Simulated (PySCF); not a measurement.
PySCF input for O2Se, SMILES O=[Se]=O, TDA-CAM-B3LYP/def2-SVPD. The structure is a stationary point at ωB97X-D3(BJ)/def2-TZVP.

```python
import numpy as np
from pyscf import gto, scf, dft, tdscf

mol = gto.M(
    atom='''
    O     0.00000000   -1.33402848    0.59290710
    Se    0.00000000   -0.00000000   -0.27901511
    O     0.00000000    1.33402848    0.59290710
    ''',
    basis='def2-SVPD',
    charge=0,
    spin=0,
    symmetry=True,
    max_memory=1600,
    verbose=4,
)
mf = dft.RKS(mol, xc='cam-b3lyp').density_fit(auxbasis='def2-universal-jkfit')
mf.grids.level = 3
mf.conv_tol = 1e-9
mf.max_cycle = 100
mf.kernel()
mf.grids = dft.Grids(mol).set(level=1).build(with_non0tab=True)  # coarser grid for the response kernel
td = tdscf.TDA(mf)
td.singlet = True
td.nstates = 10
td.conv_tol = 1e-4
td.positive_eig_threshold = 1e-6
td.kernel(x0=td.get_init_guess(mf, 15))
td.analyze()
tt = tdscf.TDA(mf)
tt.singlet = False
tt.nstates = 4
tt.conv_tol = 1e-4
tt.positive_eig_threshold = 1e-6
tt.kernel(x0=tt.get_init_guess(mf, 9))
tt.analyze(verbose=3)
```

Log of the run:

```
PySCF version 2.14.0

[INPUT] verbose = 4
[INPUT] num. atoms = 3
[INPUT] num. electrons = 50
[INPUT] charge = 0
[INPUT] spin (= nelec alpha-beta = 2S) = 0
[INPUT] symmetry True subgroup None
[INPUT] Mole.unit = angstrom
[INPUT] Symbol           X                Y                Z      unit          X                Y                Z       unit  Magmom
[INPUT]  1 O      0.000000000000  -1.334028480000   0.592907100000 AA    0.000000000000  -2.520948469570   1.120432036310 Bohr   0.0
[INPUT]  2 Se     0.000000000000   0.000000000000  -0.279015110000 AA    0.000000000000   0.000000000000  -0.527262142515 Bohr   0.0
[INPUT]  3 O      0.000000000000   1.334028480000   0.592907100000 AA    0.000000000000   2.520948469570   1.120432036310 Bohr   0.0

nuclear repulsion = 193.325100699658
point group symmetry = C2v
symmetry origin: [ 0.00000000e+00  0.00000000e+00 -5.29123312e-09]
symmetry axis x: [-1. -0. -0.]
symmetry axis y: [0. 1. 0.]
symmetry axis z: [0. 0. 1.]
num. orbitals of irrep A1 = 35
num. orbitals of irrep A2 = 11
num. orbitals of irrep B1 = 16
num. orbitals of irrep B2 = 25
number of shells = 33
number of NR pGTOs = 149
number of NR cGTOs = 87
basis = def2-SVPD
ecp = {}


[settings echo left out]
init E= -2551.12505498238
HOMO (A1) = -0.368447507050152  LUMO (B1) = -0.185589970328977  gap/eV = 4.97581
cycle= 1 E= -2551.34721297424  delta_E= -0.222  |g|=  1.1  |ddm|= 2.43
HOMO (B2) = -0.250877823215876  LUMO (B1) = -0.0971904189869424  gap/eV = 4.18205
cycle= 2 E= -2550.79586008938  delta_E= 0.551  |g|= 2.03  |ddm|= 2.43
HOMO (A1) = -0.403114255537309  LUMO (B1) = -0.133170938462274  gap/eV = 7.34553
cycle= 3 E= -2551.59864822728  delta_E= -0.803  |g|= 0.055  |ddm|= 1.55
HOMO (A1) = -0.394460011905704  LUMO (B1) = -0.114946871696463  gap/eV = 7.60594
cycle= 4 E= -2551.59928505723  delta_E= -0.000637  |g|= 0.0267  |ddm|= 0.108
HOMO (A1) = -0.398543816331089  LUMO (B1) = -0.11637519073785  gap/eV = 7.67820
cycle= 5 E= -2551.59942973243  delta_E= -0.000145  |g|= 0.00583  |ddm|= 0.0188
HOMO (A1) = -0.398369742203298  LUMO (B1) = -0.11589435811868  gap/eV = 7.68655
cycle= 6 E= -2551.5994368087  delta_E= -7.08e-06  |g|= 0.0019  |ddm|= 0.00666
HOMO (A1) = -0.398534679264916  LUMO (B1) = -0.115892185206148  gap/eV = 7.69109
cycle= 7 E= -2551.59943845169  delta_E= -1.64e-06  |g|= 0.000213  |ddm|= 0.00359
HOMO (A1) = -0.398574386628228  LUMO (B1) = -0.115932600613544  gap/eV = 7.69107
cycle= 8 E= -2551.59943849035  delta_E= -3.87e-08  |g|= 4.88e-05  |ddm|= 0.000545
HOMO (A1) = -0.398566286003402  LUMO (B1) = -0.115920284222617  gap/eV = 7.69119
cycle= 9 E= -2551.59943849145  delta_E= -1.1e-09  |g|= 8.74e-06  |ddm|= 0.000136
HOMO (A1) = -0.398567899191584  LUMO (B1) = -0.115921297256898  gap/eV = 7.69121
cycle= 10 E= -2551.59943849149  delta_E= -4e-11  |g|= 1.8e-06  |ddm|= 1.35e-05
HOMO (A1) = -0.398567921675863  LUMO (B1) = -0.115921155884088  gap/eV = 7.69121
Extra cycle  E= -2551.59943849147  delta_E= 2.18e-11  |g|= 2.32e-06  |ddm|= 3.88e-06
converged SCF energy = -2551.59943849147
tot grids = 17696
Overwritten attributes  positive_eig_threshold  of <class 'pyscf.tdscf.rks.TDA'>


******** <class 'pyscf.tdscf.rks.TDA'> for <class 'pyscf.df.df_jk.DFSymAdaptedRKS'> ********
nstates = 10 singlet
deg_eia_thresh = 1.000e-03
wfnsym = None
conv_tol = 0.0001
eigh lindep = 1e-12
eigh level_shift = 0
eigh max_cycle = 100


Excitation energies (eV)
[3.35367805 3.42371658 5.40210674 6.88458422 7.04670577 7.6647701
 7.8616797  7.95738288 7.96475175 8.45133915]

** Singlet excitation energies and oscillator strengths **
Excited State   1:   B1      3.35368 eV    369.70 nm  f=0.0051
      25 -> 26        0.70100
Excited State   2:   A2      3.42372 eV    362.13 nm  f=0.0000
      24 -> 26        0.70440
Excited State   3:   B2      5.40211 eV    229.51 nm  f=0.0628
      23 -> 26        0.61884
      24 -> 27       -0.18208
      25 -> 28       -0.19018
      25 -> 32        0.12625
Excited State   4:   B1      6.88458 eV    180.09 nm  f=0.0045
      21 -> 26        0.69884
Excited State   5:   A2      7.04671 eV    175.95 nm  f=0.0000
      20 -> 26       -0.70290
Excited State   6:   A1      7.66477 eV    161.76 nm  f=0.0344
      22 -> 26       -0.24737
      24 -> 28        0.10256
      25 -> 27       -0.59308
      25 -> 29       -0.16468
      25 -> 31        0.19672
Excited State   7:   B2      7.86168 eV    157.71 nm  f=0.0002
      24 -> 27       -0.45557
      24 -> 29       -0.19860
      24 -> 31        0.14076
      25 -> 28        0.44965
      25 -> 32       -0.14718
Excited State   8:   A2      7.95738 eV    155.81 nm  f=0.0000
      23 -> 27        0.62931
      23 -> 29        0.21077
      23 -> 31       -0.22207
Excited State   9:   A1      7.96475 eV    155.67 nm  f=0.0296
      22 -> 26        0.45573
      24 -> 28       -0.42169
      24 -> 32        0.16018
      25 -> 27       -0.25488
Excited State  10:   B1      8.45134 eV    146.70 nm  f=0.0306
      23 -> 28        0.66052
      23 -> 32       -0.23265

** Transition electric dipole moments (AU) **
state          X           Y           Z        Dip. S.      Osc.
  1         0.2481     -0.0000      0.0000      0.0616      0.0051
  2         0.0000      0.0000      0.0000      0.0000      0.0000
  3         0.0000      0.6888     -0.0000      0.4744      0.0628
  4        -0.1642      0.0000     -0.0000      0.0270      0.0045
  5         0.0000     -0.0000      0.0000      0.0000      0.0000
  6        -0.0000     -0.0000     -0.4283      0.1834      0.0344
  7        -0.0000      0.0340     -0.0000      0.0012      0.0002
  8        -0.0000      0.0000     -0.0000      0.0000      0.0000
  9        -0.0000      0.0000     -0.3895      0.1517      0.0296
 10        -0.3844     -0.0000      0.0000      0.1478      0.0306

** Transition velocity dipole moments (imaginary part, AU) **
state          X           Y           Z        Dip. S.      Osc.
  1        -0.0387     -0.0000      0.0000      0.0015      0.0081
  2         0.0000      0.0000      0.0000      0.0000      0.0000
  3         0.0000     -0.1059     -0.0000      0.0112      0.0377
  4        -0.0190      0.0000     -0.0000      0.0004      0.0010
  5         0.0000     -0.0000     -0.0000      0.0000      0.0000
  6        -0.0000     -0.0000     -0.1579      0.0249      0.0590
  7        -0.0000     -0.0171     -0.0000      0.0003      0.0007
  8        -0.0000      0.0000     -0.0000      0.0000      0.0000
  9        -0.0000     -0.0000     -0.0194      0.0004      0.0009
 10        -0.0917     -0.0000      0.0000      0.0084      0.0180

** Transition magnetic dipole moments (imaginary part, AU) **
state          X           Y           Z
  1        -0.0000      1.2211     -0.0000
  2         0.0000     -0.0000     -0.5760
  3         0.0840     -0.0000      0.0000
  4         0.0000     -0.5127      0.0000
  5        -0.0000     -0.0000     -1.2074
  6        -0.0000      0.0000     -0.0000
  7        -0.9392      0.0000      0.0000
  8         0.0000      0.0000     -0.5702
  9         0.0000      0.0000     -0.0000
 10        -0.0000     -0.0542      0.0000


******** <class 'pyscf.tdscf.rks.TDA'> for <class 'pyscf.df.df_jk.DFSymAdaptedRKS'> ********
nstates = 4 triplet
deg_eia_thresh = 1.000e-03
wfnsym = None
conv_tol = 0.0001
eigh lindep = 1e-12
eigh level_shift = 0
eigh max_cycle = 100


Excitation energies (eV)
[2.49753989 2.64472565 2.92712776 5.55039103]

** Triplet excitation energies and oscillator strengths **
Excited State   1:   B1      2.49754 eV    496.43 nm  f=0.0000
Excited State   2:   B2      2.64473 eV    468.80 nm  f=0.0000
Excited State   3:   A2      2.92713 eV    423.57 nm  f=0.0000
Excited State   4:   A1      5.55039 eV    223.38 nm  f=0.0000
```

The run converged.

Cost: about 19 core-seconds (a rough figure).
